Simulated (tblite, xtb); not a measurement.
Cl4OW, singlet, at a GFN2-xTB geometry (such geometries of metal compounds can be far from the true shape). Base run: GFN1-xTB (xtb).

Geometry (Å):
```xyz
6

W      0.1646    -0.0505    -0.0900
O      1.5803    -0.4849    -0.8644
Cl     0.4822    -0.5205     2.1035
Cl    -1.2123     0.7445    -1.7041
Cl    -1.1530    -1.8935    -0.1159
Cl     0.4229     2.1175     0.5152
```
Charge 0, spin multiplicity 1.
All else is at xtb's defaults.
Base energy -24.22781 Eh.

Programs used: tblite, xtb; a row that names a program was run with it.

Variants of this job, named by their change:

| change | ΔE vs base (mEh) | HOMO-LUMO gap (eV) | dipole (D) | SCF cycles |
|---|---|---|---|---|
| base | 0.000 | 3.14 | 2.18 | 9 |
| acc = 30 | 0.000 | 3.14 | 2.18 | 8 |
| alpb = ch2cl2 | -10.960 | 3.14 | 2.37 | 9 |
| program = tblite; method = gfn1 | 0.000 | - | - | - |
| etemp = 5000 | -2.978 | 3.18 | 2.30 | 8 |
| etemp = 1000 | 0.000 | 3.14 | 2.18 | 9 |
| program = tblite; method = gfn1; option = (--efield, 0,0,0.1) | -1.043 | - | - | - |
| acc = 1000 | -0.003 | 3.14 | 2.18 | 7 |
| program = tblite; method = gfn1; option = --grad | 0.000 | - | - | - |
| program = tblite; method = gfn1; option = (--guess, eeq) | 0.000 | - | - | - |

ALPB and GBSA are two models with their own fitted parameters for each solvent, which aren't always the measured dielectric constant.
